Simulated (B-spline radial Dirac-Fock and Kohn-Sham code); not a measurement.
## Re⁴⁺ in Watson spheres of different radius

Calculated with a radial B-spline solver, using ΔSCF Dirac-Fock with Breit, self-energy and vacuum polarisation, finite nucleus, configuration average. The ion, [Xe] 4f14 5d3, sits in a hollow sphere of charge Q = -4, a simple model of the Madelung potential. Inside the sphere an electron's potential energy is raised by the constant 14.40·|Q|/R eV, so binding energies fall by about that much as long as the orbitals stay inside.

| radius (Å) | 14.40 |Q|/R (eV) | 1s (eV) | 2s (eV) | 2p1/2 (eV) | 2p3/2 (eV) | 3s (eV) | 3p1/2 (eV) | 3p3/2 (eV) | 3d3/2 (eV) | 3d5/2 (eV) | 4s (eV) | 4p1/2 (eV) | 4p3/2 (eV) | 4d3/2 (eV) | 4d5/2 (eV) | 4f5/2 (eV) | 4f7/2 (eV) | 5s (eV) | 5p1/2 (eV) | 5p3/2 (eV) | 5d (eV) |
| --- | --- | --- | --- | --- | --- | --- | --- | --- | --- | --- | --- | --- | --- | --- | --- | --- | --- | --- | --- | --- | --- |
| 1.8 | 32.00 | 71698.7 | 12561.4 | 11985.5 | 10562.0 | 2965.8 | 2711.2 | 2398.3 | 1976.4 | 1909.8 | 657.3 | 550.7 | 477.7 | 302.5 | 289.0 | 66.88 | 64.49 | 110.9 | 75.53 | 64.05 | 19.51 |
| 2.4 | 24.00 | 71706.6 | 12569.4 | 11993.4 | 10570.0 | 2973.7 | 2719.2 | 2406.2 | 1984.3 | 1917.7 | 665.3 | 558.7 | 485.6 | 310.4 | 297.0 | 74.82 | 72.43 | 118.9 | 83.48 | 72.00 | 27.45 |

From the smallest to the largest radius 1s moves by +7.9 eV, while the constant potential alone would give +8.0 eV; the difference comes from charge outside the sphere and its screening.
